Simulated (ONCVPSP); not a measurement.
**lanthanum: one change to an ONCV potential, before and after**

```json
{
  "Element": "lanthanum (La)",
  "Generator": "ONCVPSP 4.0.1",
  "Type": "optimised norm-conserving Vanderbilt (ONCV)",
  "Functional": "PW91",
  "Relativity": "fully relativistic",
  "Frozen core": "[Kr] 4d10",
  "Valence charge": "11",
  "Reference configuration": "5s2 5p6 5d1.5 6s1.5",
  "Partial waves": "5s+6s: rc 2.30 bohr, ncon 4, nbas 7, qcut 4.6 1/bohr, 3 projectors, debl 3.2 Ha; 5p: rc 1.70 bohr, ncon 4, nbas 8, qcut 5.1 1/bohr, 3 projectors, debl 1.1 Ha; 5d: rc 2.50 bohr, ncon 4, nbas 7, qcut 3.4 1/bohr, 2 projectors, debl 2.5 Ha; f scattering state at 0.2 Ha: rc 2.45 bohr, ncon 4, nbas 9, qcut 4.1 1/bohr, 2 projectors, debl 1.7 Ha",
  "Local potential": "polynomial inside 1.45 bohr (lpopt 3, dvloc0 0 Ha)",
  "Core correction": "Teter function fitted to the true core (icmod 2), fcfact 0.4"
}
```

Open shells are filled in proportion to 2j + 1.

In the f channel the program set the typed energies aside and used -0.127, 1.573 Ha (j = l + 1/2; the other j can differ).

Change: s: qcut 3.9; p: qcut 4.4; d: qcut 2.9; f: qcut 3.5.

Cutoffs: the cutoffs (Ha) at which the residual kinetic energy of the hardest occupied pseudo-wave falls to 1 and 0.1 mHa per electron; they do not see the model core or the augmentation charge, which bear on the density cutoff. Errors are all-electron minus pseudo energies relative to the spin-unpolarised reference configuration.

How do hardness, ghosts and transferability respond?

The potential gets harder (15 Ha and 60 Ha → 37 Ha and 68 Ha); both files keep a bound ghost (p); of the 4 tests that both files solve, the error grows in 3 and shrinks in 0 by more than 15 % and 0.3 meV (median size 0.8 → 1.2 meV); the range in which the f7/2 phases agree narrows (upper end 3.5 → 0.4); the range in which the f5/2 phases agree narrows (upper end 3.5 → 0.4).

```tsv
quantity	base	changed
cutoff, loose	15 Ha	37 Ha
cutoff, tight	60 Ha	68 Ha
loose cutoff by channel	s 8.6 Ha, p 15 Ha, d 5.7 Ha	s 7.5 Ha, p 37 Ha, d 8.4 Ha
bound ghosts	p3/2, p1/2	p3/2, p1/2
GHOST(+) flags under 300 eV	s at 150.7 eV, p1/2 at 192.2 eV	s at 164.4 eV, p3/2 at 188.6 eV
error for 5s2 5p6 5d1 6s2, meV [ΔE -0.35 eV]	-1.0	-1.3
error for 5s2 5p6 5d1 6s1, meV [ΔE 5.66 eV]	+0.1	+0.1
error for 5s2 5p6 5d1 6s0, meV [ΔE 16.57 eV]	-0.5	-1.0
error for 5s2 5p6 5d0 6s0, meV [ΔE 35.58 eV]	+4.6	+6.4
s: phases at 2.33 bohr within 0.05 rad from the reference energy up to (Ha; the scan ends near 5)	to the end of the scan	to the end of the scan
p3/2: phases at 1.73 bohr within 0.05 rad from the reference energy up to (Ha; the scan ends near 5)	to the end of the scan	to the end of the scan
p1/2: phases at 1.73 bohr within 0.05 rad from the reference energy up to (Ha; the scan ends near 5)	4.9	to the end of the scan
d5/2: phases at 2.54 bohr within 0.05 rad from the reference energy up to (Ha; the scan ends near 5)	to the end of the scan	to the end of the scan
d3/2: phases at 2.54 bohr within 0.05 rad from the reference energy up to (Ha; the scan ends near 5)	to the end of the scan	to the end of the scan
f7/2: phases at 2.49 bohr within 0.05 rad from the reference energy up to (Ha; the scan ends near 5)	3.5	0.4
f5/2: phases at 2.49 bohr within 0.05 rad from the reference energy up to (Ha; the scan ends near 5)	3.5	0.4
rms error of d²Exc/dni dnj with the model core, mHa	3.02	2.87
```

Base: The cutoffs count occupied waves only; projector 2 of the f channel, the hardest unoccupied one, needs 73 Ha at the loose tolerance. A true bound ghost makes a file unfit for plane-wave use even where its test errors are small: the radial tests pick states by their node count and pass the ghost by.
